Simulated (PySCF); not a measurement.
A structure optimised at ωB97X-D3(BJ)/def2-SVP, used in a PySCF frequency run:

```
C
F 1 1.3293
F 1 1.3349 2 108.91
F 1 1.3349 2 108.91 3 -118.24
C 1 1.5331 2 111.27 3 120.88
F 5 1.3449 1 108.75 2 59.47
F 5 1.3449 6 109.31 1 118.59
H 5 1.1038 6 109.80 7 120.51
```

Question: Write its SMILES, formula and point group.

Answer: FC(F)C(F)(F)F, C2HF5, Cs

Question: What are its rotational constants (standard atomic weights)?

Answer: 3.6792, 2.4242, 2.0068 GHz
